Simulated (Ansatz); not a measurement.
Start from `[F][Ge]([F])([F])[Cl]` and change one atom or group to get `[CH3][Ge]([F])([F])[Cl]`.

Ansatz, PBE0-D4/def2-TZVP geometries, multiplicity 1. 

Scalar relativity is left out up to krypton.

```json
{"property": "HOMO energy (ωB97M-V/def2-TZVPP) / eV", "`[F][Ge]([F])([F])[Cl]`": "-12.97"}
{"property": "LUMO energy (B3LYP/def2-TZVPP) / eV", "`[F][Ge]([F])([F])[Cl]`": "-2.16"}
{"property": "LUMO energy (PBE0/def2-TZVPP) / eV", "`[F][Ge]([F])([F])[Cl]`": "-1.77"}
{"property": "HOMO energy (PBE0/def2-TZVPP) / eV", "`[F][Ge]([F])([F])[Cl]`": "-10.66"}
{"property": "ideal-gas entropy at 298 K and 1 bar (rigid rotor, harmonic PBE0-D4/def2-TZVP) / J/(mol·K)", "`[F][Ge]([F])([F])[Cl]`": "326"}
{"property": "size of the dipole moment (B3LYP/def2-TZVPP) / D", "`[F][Ge]([F])([F])[Cl]`": "1.26"}
```

(1) What does the change do to each property? (An estimate is asked.)

## Answers

(1) The calculation gave: 
| property | `[CH3][Ge]([F])([F])[Cl]` | shift |
| --- | --- | --- |
| HOMO energy (ωB97M-V/def2-TZVPP) / eV | -11.90 | 1.07 |
| LUMO energy (B3LYP/def2-TZVPP) / eV | -0.77 | 1.39 |
| LUMO energy (PBE0/def2-TZVPP) / eV | -0.40 | 1.37 |
| HOMO energy (PBE0/def2-TZVPP) / eV | -9.63 | 1.03 |
| ideal-gas entropy at 298 K and 1 bar (rigid rotor, harmonic PBE0-D4/def2-TZVP) / J/(mol·K) | 357 | 31 |
| size of the dipole moment (B3LYP/def2-TZVPP) / D | 3.30 | 2.04 |

With PBE0 the HOMO rises by 1.03 eV and the LUMO rises by 1.37 eV, so the gap widens by about 0.34 eV. PBE moves the HOMO by 0.92 eV and ωB97M-V by 1.07 eV. The zero-point energy changes by 89.8 kJ/mol with +9 modes. Dipoles are sizes alone; their direction can turn.

B3LYP here is the variant with VWN-RPA as its local correlation; programs differ in this.
